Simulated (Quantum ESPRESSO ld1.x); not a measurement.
Values are calculated unless marked as measured or tabulated.
Valence configurations of the manganese ion Mn3+ (all share [Ar]). Code: ld1.x of Quantum ESPRESSO 7.5. Model: non-relativistic Kohn-Sham, LDA (Slater exchange, Perdew-Wang correlation), spin-polarised, spherical densities, point nucleus; open shells are filled with parallel spins first. Energies are relative to 3d4; eigenvalues in eV for spin up.

valence          E (eV)  moment (Bohr magnetons)    e(3d)    e(4p)    e(4s)
3d4               0.000                        4  -43.282        -        -
3d3.5 4s0.5       6.830                        4  -46.855        -  -32.259
3d3.5 4p0.5      10.263                        4  -47.353  -25.715        -
3d3 4s1          14.658                        4  -50.531        -  -33.770
3d3 4p1          21.719                        4  -51.502  -27.266        -
3d2.5 4s1 4p0.5  27.261                        4  -54.807  -28.179  -35.448
3d2.5 4p1.5      34.538                        4  -55.748  -28.675        -
3d2 4s2          35.584                        2  -58.148        -  -35.751
3d1.5 4s1 4p1.5  56.918                        4  -63.647  -30.858  -38.572

NIST lists [Ar] 3d4 as the ground configuration; this level of theory agrees among the configurations tried. The energies are those of spherical high-spin densities, not of single terms.
